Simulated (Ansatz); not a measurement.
Geometry optimisation, Ansatz 0.2.0, RKS revPBE-D4/6-31G*.

input.yaml

```yaml
crystal:
  periodic: [false, false, false]
  atoms:
    - { symbol: Al, position_ang: [0.021769, -0.632309, -0.458897] }
    - { symbol: H, position_ang: [0.018909, 0.010063, 2.224432] }
    - { symbol: Cl, position_ang: [1.82816, 0.252778, -1.048536] }
    - { symbol: Cl, position_ang: [-1.809355, 0.210297, -1.035358] }
    - { symbol: F, position_ang: [0.044068, -2.075673, 0.398523] }
    - { symbol: H, position_ang: [0.02425, -0.663657, 1.991837] }
basis:
  gaussian: { orbitals: "6-31G*" }
hamiltonian:
  xc: revpbe
  dispersion: d4
relax:
  f_tol: 0.03
  max_steps: 50
```

Command:

```bash
$ ansatz run input.yaml --threads 1 --pin off --max-ram 2048MiB --backend cpu --events-out ev --progress --plain --runs-dir out
```

Q: Where does it end, and by what steps?

A: The forces met the threshold. After 6 steps the energy has fallen by 0.101 eV; H2 moved furthest, 0.38 Å.

| step | energy less start (eV) | largest force component (eV/Å) | accepted |
| --- | --- | --- | --- |
| 0 | 0.0000 | 1.485 | yes |
| 1 | -0.0581 | 0.682 | yes |
| 2 | -0.0673 | 0.610 | yes |
| 3 | -0.0790 | 0.515 | yes |
| 4 | -0.0916 | 0.533 | yes |
| 5 | -0.0980 | 0.171 | yes |
| 6 | -0.1009 | 0.014 | yes |

```xyz
6
Properties=species:S:1:pos:R:3
Al 0.022 -0.715 -0.372
H 0.017 0.187 1.890
Cl 1.827 0.263 -0.813
Cl -1.808 0.218 -0.804
F 0.043 -2.302 0.129
H 0.026 -0.550 2.042
```

Whether the end is a true minimum wasn't checked by a vibrational analysis.

Time of the run: 15 s on 1 thread of AMD EPYC 7R43 64-Core Processor (Zen 3), on a shared host, peak memory 0.16 GiB.
